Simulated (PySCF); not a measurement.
# Exercise with solution: oscillator strength and radiative lifetime

Si(NH2)2 (H₄N₂Si), SMILES N[Si]N (connectivity only; charge and spin as stated), neutral, multiplicity 1.

Coordinates come from a B3LYP-D3(BJ)/def2-TZVP optimisation. Other conformers were not sampled.

TDA-ωB97X/def2-SVPD (PySCF) puts the first singlet state with f over 0.02 at 5.47 eV (vertical), with the transition dipole (1.084, 0.000, 0.000) in atomic units.

Find the oscillator strength, the wavelength and the radiative lifetime that this transition would have in vacuum if emission retraced absorption.


|μ|² = 1.1751 au, so |μ| = 2.76 D. ΔE = 5.47/27.211 = 0.2010 hartree. f = (2/3) ΔE |μ|² = 0.157 (the program prints 0.158).
λ = 1239.84/5.47 = 227 nm; ν = 44119 cm⁻¹.
Einstein's coefficient A = 0.6670 ν² f s⁻¹ (ν in cm⁻¹) = 2.0e8 s⁻¹, so τ = 1/A = 4.9 ns. This state is S1. The figure is the radiative limit of this one transition; relaxation, internal conversion, crossing to triplets and a medium change what is measured.
